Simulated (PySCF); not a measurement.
CH9BrOSi3.
Atom-mapped SMILES: `[SiH3:1][CH2:2][SiH2:3][O:4][SiH2:5][Br:6]` (hydrogens: H7, H8, H9 on Si1; H10, H11 on C2; H12, H13 on Si3; H14, H15 on Si5)

The calculation used PySCF, TDDFT CAM-B3LYP/def2-SVPD, vertical, gas phase, core orbitals frozen in the response. Isolated species at its PBE0-D3(BJ)/def2-SVP geometry (one conformer only). The CAM-B3LYP/def2-SVPD calculation is non-relativistic and has no spin–orbit coupling, an omission that weighs most on bromine. Torsions of this conformer, `[SiH3:1][CH2:2][SiH2:3][O:4][SiH2:5][Br:6]`: Si1–C2–Si3–O4 -58°, C2–Si3–O4–Si5 84°, Si3–O4–Si5–Br6 10°.

Q: What does the calculation give for the low-lying excited states?

A: 

```json
{"state": "S1", "E (eV)": "7.04", "E (kJ/mol)": "680", "λ (nm)": "176.0", "f": "0.024", "main configurations (H = HOMO, L = LUMO)": "H→L (85%)"}
{"state": "S2", "E (eV)": "7.34", "E (kJ/mol)": "708", "λ (nm)": "168.9", "f": "0.031", "main configurations (H = HOMO, L = LUMO)": "H-1→L (68%), H-2→L (20%)"}
{"state": "S3", "E (eV)": "7.41", "E (kJ/mol)": "715", "λ (nm)": "167.3", "f": "0.0018", "main configurations (H = HOMO, L = LUMO)": "H→L+1 (52%), H→L+2 (23%)"}
{"state": "S4", "E (eV)": "7.81", "E (kJ/mol)": "753", "λ (nm)": "158.8", "f": "0.016", "main configurations (H = HOMO, L = LUMO)": "H-1→L+1 (35%), H-2→L+1 (16%), H-1→L+2 (14%)"}
{"state": "S5", "E (eV)": "7.93", "E (kJ/mol)": "765", "λ (nm)": "156.3", "f": "0.0069", "main configurations (H = HOMO, L = LUMO)": "H→L+3 (23%), H-3→L+1 (15%), H-2→L+1 (9%)"}
{"state": "S6", "E (eV)": "7.96", "E (kJ/mol)": "768", "λ (nm)": "155.9", "f": "0.0046", "main configurations (H = HOMO, L = LUMO)": "H→L+3 (22%), H→L+1 (17%), H-3→L+1 (12%)"}
{"state": "S7", "E (eV)": "8.00", "E (kJ/mol)": "772", "λ (nm)": "154.9", "f": "0.011", "main configurations (H = HOMO, L = LUMO)": "H-2→L+2 (28%), H-1→L+1 (23%), H-3→L+2 (12%)"}
{"state": "S8", "E (eV)": "8.03", "E (kJ/mol)": "775", "λ (nm)": "154.4", "f": "0.010", "main configurations (H = HOMO, L = LUMO)": "H-2→L+1 (28%), H-1→L+2 (19%), H-3→L+1 (9%)"}
{"state": "S9", "E (eV)": "8.11", "E (kJ/mol)": "783", "λ (nm)": "152.8", "f": "0.0071", "main configurations (H = HOMO, L = LUMO)": "H-2→L (33%), H-6→L (15%), H-1→L (10%)"}
{"state": "S10", "E (eV)": "8.26", "E (kJ/mol)": "797", "λ (nm)": "150.1", "f": "0.075", "main configurations (H = HOMO, L = LUMO)": "H-1→L+3 (46%), H-2→L+3 (10%)"}
```

Triplets, Tamm–Dancoff:

```json
{"state": "T1", "E (eV)": "6.62", "λ (nm)": "187.3", "main configurations (H = HOMO, L = LUMO)": "H→L (79%)"}
{"state": "T2", "E (eV)": "6.88", "λ (nm)": "180.3", "main configurations (H = HOMO, L = LUMO)": "H-1→L (62%), H-2→L (20%)"}
{"state": "T3", "E (eV)": "7.15", "λ (nm)": "173.5", "main configurations (H = HOMO, L = LUMO)": "H→L+1 (43%), H→L+2 (21%)"}
{"state": "T4", "E (eV)": "7.49", "λ (nm)": "165.6", "main configurations (H = HOMO, L = LUMO)": "H-1→L+1 (36%), H-1→L+2 (17%)"}
```

The lowest singlet comes at 176 nm (680 kJ/mol) in the vacuum ultraviolet; it is weak; its leading configuration is HOMO→LUMO (85%). The strongest level in the table is S10 at 8.26 eV (150 nm, f = 0.075). It is the last of those listed, so stronger ones may follow. Löwdin shares by element: HOMO bromine 64%, silicon 13% or more, hydrogen 13% or more; LUMO bromine 47%, silicon 22% or more, hydrogen 15% or more (atoms not listed hold the other 17%). Of the 10 states listed, 6 reach f = 0.01 and none stays under 0.0005. Orbital energies (eV): HOMO-3 -10.33, HOMO-2 -10.06, HOMO-1 -9.88, HOMO -9.65, LUMO 0.84, LUMO+1 0.87, LUMO+2 1.10. Weighted by f, the mean energy of these states is 7.85 eV. The vertical ionisation energy (ΔSCF) is 10.45 eV, 2.19 eV above S10. Singlets were solved by full linear response, triplets in the Tamm–Dancoff approximation.

On one thread, x86-64 server, no GPU, on a shared host, this took 6.4 min of wall time.
